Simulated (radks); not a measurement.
Task: These are the eigenvalues of the occupied orbitals of an atom or ion with whole-number occupations (hartree). Calculated with a radial shooting solver on a logarithmic mesh with Libxc functionals: non-relativistic Kohn-Sham, PBE, spin-polarised, spherical densities, point nucleus.

| orbital | eigenvalue |
|---|---|
| 1s up | -546.7110 |
| 1s down | -545.8995 |
| 2s up | -118.3056 |
| 2s down | -116.9033 |
| 2p up | -114.1831 |

Which element is it, and in what charge state? The configuration may be excited. Open shells, if any, are filled with parallel spins first.

Result: Z = 35, bromine, charge +28: Br28+ in [He] 2s2 2p3. The list shows which subshells hold electrons but not how many an open one holds; the 1s level, -546.71 hartree, gives Z - s = 33.1 by -(Z - s)^2/2, which with screening narrows Z to a few neighbours, and the depths of the outer levels then fix element, charge and occupations together.
